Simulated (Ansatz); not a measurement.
```yaml
crystal:
  periodic: [false, false, false]
  atoms:
    - {symbol: Si, position_ang: [-0.321356, 0.560781, -0.554246]}
    - {symbol: C, position_ang: [0.397165, -0.327281, -0.090933]}
    - {symbol: Zn, position_ang: [0.184110, -0.611053, 1.008044]}
    - {symbol: H, position_ang: [-1.350496, 0.163521, -0.453172]}
    - {symbol: H, position_ang: [-0.153970, 0.734155, -1.536234]}
    - {symbol: H, position_ang: [-0.302806, 1.419012, 0.039322]}
    - {symbol: H, position_ang: [1.176718, -0.047504, -0.139541]}
    - {symbol: H, position_ang: [0.379103, -0.949748, -0.553694]}
    - {symbol: H, position_ang: [0.023109, -1.021923, 2.191160]}
basis:
  gaussian: {orbitals: aug-cc-pVDZ}
hamiltonian: {xc: {name: B3LYP}}
output: {forces: true}
```

```sh
$ ansatz run in.yaml --threads 4 --pin off --events-out ev --progress --plain --max-ram 10444MiB
```

It prints (some lines left out):

```
Functional definition: B3LYP
1636 factors; integrals over basis functions are off by at most 4.1e-4 eV
mean field evaluation 1: about -57361.8290 eV, gradient 1.2e2 eV
mean field evaluation 2: about -57311.2166 eV, gradient 2.0e2 eV
mean field evaluation 4: about -57385.4299 eV, gradient 2.0e1 eV
mean field evaluation 8: about -57385.7357 eV, gradient 2.0e-1 eV
mean field evaluation 16: about -57385.7358 eV, gradient 8.8e-6 eV
mean field -57385.73582297 eV, -2108.8868940454 hartree, gradient 1.0e-5 eV, S^2 0.000000; 0 other end points of the search recorded, 0 dependent functions left out
reference -57385.73616187 eV, -2108.8869064996 hartree; 28, 28 occupied and 135, 135 virtual orbitals, 1636 factors
Total energy: -57385.73616187 eV, -2108.8869064996 hartree
Atom 0 at    -0.321356     0.560781    -0.554246 Å, force   -23.902446    24.123443   -12.838515 eV/Å
Atom 1 at     0.397165    -0.327281    -0.090933 Å, force    33.071598    -4.580636   -39.689262 eV/Å
Atom 2 at     0.184110    -0.611053     1.008044 Å, force   -13.335131   -21.889465    77.675742 eV/Å
Atom 3 at    -1.350496     0.163521    -0.453172 Å, force   -16.971909    -4.891256     0.753773 eV/Å
Atom 4 at    -0.153970     0.734155    -1.536234 Å, force     3.912145     5.967412   -26.974155 eV/Å
Atom 5 at    -0.302806     1.419012     0.039322 Å, force    -0.013440    20.106945    12.549655 eV/Å
Atom 6 at     1.176718    -0.047504    -0.139541 Å, force    18.949753     6.344422    -2.054520 eV/Å
Atom 7 at     0.379103    -0.949748    -0.553694 Å, force    -0.364822   -22.641921   -17.627847 eV/Å
Atom 8 at     0.023109    -1.021923     2.191160 Å, force    -1.345749    -2.538942     8.205129 eV/Å
Dipole moment:     0.327900    -0.090119    -0.234134 e Å
```

(1) Something in this input is off. What?

Answers

(1) The geometry is squeezed to about two thirds of its size. The run converged. The result belongs to that input, not to the molecule as meant.

B3LYP here is the variant with VWN-RPA as its local correlation; programs differ in this.
